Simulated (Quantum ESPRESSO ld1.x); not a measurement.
Values are calculated unless marked as measured or tabulated.
Species: the magnesium ion Mg5+. Configuration: [He] 2s2 2p3. Level of theory: Dirac Kohn-Sham, LDA (Slater exchange, Perdew-Zunger correlation), spin-unpolarised, spherical densities, point nucleus; open shells fill j = l - 1/2 first (ld1.x of Quantum ESPRESSO 7.5).

Unscreened Slater integrals over Kohn-Sham orbitals (cm^-1). Large and small components are both included.

integral           value
F0(2p3/2,2p3/2)   348570
F2(2p3/2,2p3/2)   162950
F0(2p3/2,2p1/2)   349030
G2(2p3/2,2p1/2)   162970
F0(2p3/2,2s1/2)   328680
G1(2p3/2,2s1/2)   194770
F0(2p3/2,1s1/2)   483500
G1(2p3/2,1s1/2)    70877
F0(2p1/2,2p1/2)   349480
F0(2p1/2,2s1/2)   329040
G1(2p1/2,2s1/2)   194720
F0(2p1/2,1s1/2)   484980
G1(2p1/2,1s1/2)    71191
F0(2s1/2,2s1/2)   315510
F0(2s1/2,1s1/2)   444200
G0(2s1/2,1s1/2)    38143
F0(1s1/2,1s1/2)  1578900
